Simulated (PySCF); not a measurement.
# Computed structure and properties of [Ce(H2O)4]3+

System: [Ce(H2O)4]3+ (singlet in the valence; each metal's 4f electrons, 1 of them, lie in its core potential, out of spins and levels); start: displaced along the imaginary mode (S4). Method: PySCF 2.14.0, RKS PBE, Ce lcecp-1-SVP with ECP47, O def2-SVP, H def2-SVP; non-relativistic Hamiltonian with scalar-relativistic core potentials where named; density fitting; no spin-orbit coupling.

Input of the relaxation:

```python
mol = gto.M(atom='''
Ce    -0.00000    -0.00000    -0.00000
O      1.39294     1.40063     1.39282
H      1.97041     1.10089     2.18370
H      1.56479     2.40513     1.29177
O     -1.39294    -1.39282     1.40063
H     -1.56479    -1.29177     2.40513
H     -1.97041    -2.18370     1.10089
O      1.39294    -1.40063    -1.39282
H      1.56479    -2.40513    -1.29177
H      1.97041    -1.10089    -2.18370
O     -1.39294     1.39282    -1.40063
H     -1.97041     2.18370    -1.10089
H     -1.56479     1.29177    -2.40513''',
    basis={'Ce': 'lcecp-1-SVP', 'O': 'def2-SVP', 'H': 'def2-SVP'},
    ecp={'Ce': 'lcecp-1-SVP'},
    charge=3, spin=0)
mf = dft.RKS(mol, xc='PBE')
mf.grids.atom_grid = (50, 194)  # f atoms: unpruned, at least (60, 302)
mf = mf.density_fit()  # fitting sets: Ce AutoAux, O def2-universal-JKFIT, H def2-universal-JKFIT
mf.conv_tol = 1e-08; mf.max_cycle = 55
mf.kernel(dm0)  # dm0: converged density of the start geometry
# quasi-Newton relaxation in Cartesian coordinates to a largest gradient under 0.00045 Eh/bohr, steps kept in the point group
```

Run from Python with OMP_NUM_THREADS=2; the lines above give its settings. Where DIIS fails, smearing, a level shift and second-order steps follow.
It took 120 s on 2 threads of Arm Neoverse V2, with other jobs on the host, from the converged density of the start.

Course of the relaxation:

```json
{"step": "0", "energy above end (eV)": "0.2222", "largest force component within the symmetry (eV/Å)": "1.247"}
{"step": "1", "energy above end (eV)": "0.0342", "largest force component within the symmetry (eV/Å)": "0.081"}
{"step": "2", "energy above end (eV)": "0.0315", "largest force component within the symmetry (eV/Å)": "0.022"}
{"step": "3", "energy above end (eV)": "0.0291", "largest force component within the symmetry (eV/Å)": "0.198"}
{"step": "4", "energy above end (eV)": "0.0255", "largest force component within the symmetry (eV/Å)": "0.138"}
{"step": "5", "energy above end (eV)": "0.0182", "largest force component within the symmetry (eV/Å)": "0.051"}
{"step": "6", "energy above end (eV)": "0.0149", "largest force component within the symmetry (eV/Å)": "0.114"}
{"step": "7", "energy above end (eV)": "0.0114", "largest force component within the symmetry (eV/Å)": "0.101"}
{"step": "12", "energy above end (eV)": "0.0007", "largest force component within the symmetry (eV/Å)": "0.097"}
{"step": "13", "energy above end (eV)": "0.0004", "largest force component within the symmetry (eV/Å)": "0.070"}
{"step": "14", "energy above end (eV)": "0.0002", "largest force component within the symmetry (eV/Å)": "0.034"}
{"step": "15", "energy above end (eV)": "0.0001", "largest force component within the symmetry (eV/Å)": "0.023"}
{"step": "16", "energy above end (eV)": "0.0000", "largest force component within the symmetry (eV/Å)": "0.010"}
{"step": "17", "energy above end (eV)": "0.0000", "largest force component within the symmetry (eV/Å)": "0.004"}
```
(The steps between are left out.)

Relaxed geometry (S4):

```xyz
13

Ce    0.0000    0.0000    0.0000
O     1.4492    1.3977    1.3342
H     2.2574    1.1337    1.8475
H     1.3917    2.3762    1.4952
O    -1.4491   -1.3342    1.3977
H    -1.3918   -1.4951    2.3761
H    -2.2574   -1.8475    1.1337
O     1.4492   -1.3977   -1.3342
H     1.3917   -2.3762   -1.4952
H     2.2574   -1.1337   -1.8475
O    -1.4491    1.3342   -1.3977
H    -2.2574    1.8475   -1.1337
H    -1.3918    1.4951   -2.3761
```

```tsv
contact	Å
Ce1–O2 (H2O)	2.415
Ce1–O5 (H2O)	2.415
Ce1–O8 (H2O)	2.415
Ce1–O11 (H2O)	2.415
```

On the finer grid (75, 302):

| Item | Value |
| --- | --- |
| HOMO | -21.84 eV |
| LUMO | -15.99 eV |
| Dipole about the centre of mass | 0.00 D |
| Set of Mulliken populations of Ce1 outside the core potential | s 2.13, p 6.21, d 0.91, f 0.05 |
| D3(BJ) dispersion energy (not in the energies) | -0.191 eV |

```json
{"atom": "Ce1", "Mulliken (e)": "1.70", "Löwdin (e)": "1.39", "spin (e)": "0.00"}
{"atom": "O2", "Mulliken (e)": "-0.29", "Löwdin (e)": "0.01", "spin (e)": "0.00"}
{"atom": "H3", "Mulliken (e)": "0.31", "Löwdin (e)": "0.20", "spin (e)": "0.00"}
{"atom": "H4", "Mulliken (e)": "0.31", "Löwdin (e)": "0.20", "spin (e)": "0.00"}
{"atom": "O5", "Mulliken (e)": "-0.29", "Löwdin (e)": "0.01", "spin (e)": "0.00"}
{"atom": "H6", "Mulliken (e)": "0.31", "Löwdin (e)": "0.20", "spin (e)": "0.00"}
{"atom": "H7", "Mulliken (e)": "0.31", "Löwdin (e)": "0.20", "spin (e)": "0.00"}
{"atom": "O8", "Mulliken (e)": "-0.29", "Löwdin (e)": "0.01", "spin (e)": "0.00"}
{"atom": "H9", "Mulliken (e)": "0.31", "Löwdin (e)": "0.20", "spin (e)": "0.00"}
{"atom": "H10", "Mulliken (e)": "0.31", "Löwdin (e)": "0.20", "spin (e)": "0.00"}
{"atom": "O11", "Mulliken (e)": "-0.29", "Löwdin (e)": "0.01", "spin (e)": "0.00"}
{"atom": "H12", "Mulliken (e)": "0.31", "Löwdin (e)": "0.20", "spin (e)": "0.00"}
{"atom": "H13", "Mulliken (e)": "0.31", "Löwdin (e)": "0.20", "spin (e)": "0.00"}
```

The 4f levels lie in the core potential and are missing. Their spin isn't counted.

On the grid (50, 194), as all that follows. Harmonic modes: a minimum within the noise of the softest modes; lowest 16 cm⁻¹ (negative: unstable), highest 3545 cm⁻¹, zero-point energy 2.575 eV.

Taking off one H2O (charge 0, singlet; the rest: singlet) in vacuum, both parts rigid, costs 3.16 eV; the small basis without counterpoise inflates it. Parting with an electron moved from the ligand to the metal can be far cheaper, even downhill.

Rigid scan of H2O along the line from its metal:

```csv
distance to O2 (Å),energy (eV)
2.12,0.537
2.22,0.205
2.32,0.044
2.42,0.000
2.52,0.034
2.62,0.118
2.82,0.365
```

One start shape was tried, so this needn't be the lowest isomer.

An lcecp potential fixes the number of 4f electrons, so in runs with it no electron can move into or out of that shell.
